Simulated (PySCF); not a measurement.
C2H6Si, singlet, at a GFN2-xTB geometry. Base run: PySCF with M062X/6-31G**.

The PySCF input:
```python
from pyscf import gto, scf, dft

mol = gto.Mole()
mol.atom = '''
    Si   -0.257819    0.115614    0.699275
    C     0.747147    1.267276   -0.472566
    H     0.925739    2.243125   -0.024830
    H     0.225133    1.433692   -1.415471
    H     1.720918    0.837868   -0.710368
    C    -0.405789   -1.420352   -0.453292
    H     0.574483   -1.792264   -0.753309
    H    -0.956233   -1.180776   -1.363668
    H    -0.928731   -2.241784    0.032944
'''
mol.basis = '6-31g**'
mol.charge = 0
mol.spin = 0
mol.verbose = 4
mol.build()

mf = dft.RKS(mol)
mf.xc = 'm062x'
mf.kernel()
```

Each row names what was changed in the base input (with any setting that the change needs).

| change | ΔE vs base (mEh) | SCF cycles | outcome |
|---|---|---|---|
| base | 0.000 | 8 | converged |
| level_shift = 1.0 (with mf.max_cycle = 100) | 0.000 | 25 | converged |
| solver = newton; init_guess = 1e | 0.000 | - | converged |
| init_guess = vsap | 0.000 | 9 | converged |
| diis_space = 4 | 0.000 | 8 | converged |
| conv_tol = 1e-12 | 0.000 | 10 | converged |
| DIIS = EDIIS | 0.000 | 46 | converged |
| conv_tol = 1e-6 | 0.000 | 6 | converged |
| init_guess = 1e | 0.000 | 12 | converged |
| init_guess = mod_huckel | 0.000 | 9 | converged |
| diis = off (with mf.max_cycle = 100) | - | 100 | not converged |
| conv_tol = 1e-7 | 0.000 | 7 | converged |
| conv_tol = 1e-11 | 0.000 | 10 | converged |
